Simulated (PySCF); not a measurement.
These 3 structures share the formula C7H9FO. Level of theory: PBE0-D3(BJ)/def2-SVP geometry optimisation, gas phase (PySCF 2.14.0). One conformer each; no zero-point energy, no entropy. No frequencies were run at this level. Point groups hold within 0.08 Å.

Problem. Order them by energy at this level, lowest first, and give relative energies in kJ/mol.
A. `[CH3:1][C@H:2]1[CH2:3][CH:4]=[C:5]([F:6])[C:7](=[O:8])[CH2:9]1` with C1–C2–C3–C4 174°, C2–C3–C4–C5 -21°, C4–C5–C7–O8 179°, C5–C7–C9–C2 33°
B. `[CH2:1]=[CH:2][C:3]1([C:4](=[O:5])[F:6])[CH2:7][CH2:8][CH2:9]1` with C1–C2–C3–C4 107°, C2–C3–C4–O5 118°, C2–C3–C7–C8 140°, C3–C7–C8–C9 -17°, C7–C8–C9–C3 17°, C2–C3–C9–C8 -138°
C. `[CH:1]#[C:2][C@@H:3]1[CH2:4][CH2:5][C@@:6]1([F:7])[O:8][CH3:9]` with C5–C6–O8–C9 171°, C2–C3–C4–C5 -140°, C3–C4–C5–C6 18°, C4–C5–C6–F7 93°, C2–C3–C6–C5 140°

Solution. A (0.0), B (67.2), C (248.8).

As drawn, the lowest has a C=O bond and a C=C bond outside aromatic rings, which the highest lacks; the highest has a four-membered ring and a C≡C bond, which the lowest lacks.

```tsv
SMILES	E (Eh)	E rel (kJ/mol)	dipole (D)	point group	A, B, C (MHz)
C[C@H]1CC=C(F)C(=O)C1	-446.40553	0.0	4.43	C1	2927, 1255, 911.8
C=CC1(C(=O)F)CCC1	-446.37994	67.2	2.81	C1	1854, 1794, 1213
C#C[C@@H]1CC[C@@]1(F)OC	-446.31076	248.8	1.22	C1	2067, 1619, 1154
```

Problem. How do the relative energies change in single points at CAM-B3LYP/def2-SVPD (no added dispersion term) on the same geometries?

Solution. 
```json
{"SMILES": "C[C@H]1CC=C(F)C(=O)C1", "PBE0-D3(BJ)/def2-SVP (kJ/mol)": "0.0", "CAM-B3LYP/def2-SVPD (kJ/mol)": "0.0", "shift": "0.0"}
{"SMILES": "C=CC1(C(=O)F)CCC1", "PBE0-D3(BJ)/def2-SVP (kJ/mol)": "67.2", "CAM-B3LYP/def2-SVPD (kJ/mol)": "71.9", "shift": "+4.7"}
{"SMILES": "C#C[C@@H]1CC[C@@]1(F)OC", "PBE0-D3(BJ)/def2-SVP (kJ/mol)": "248.8", "CAM-B3LYP/def2-SVPD (kJ/mol)": "235.3", "shift": "-13.5"}
```

Each column counts from its own lowest isomer. The order is unchanged; the largest shift is 13.5 kJ/mol.
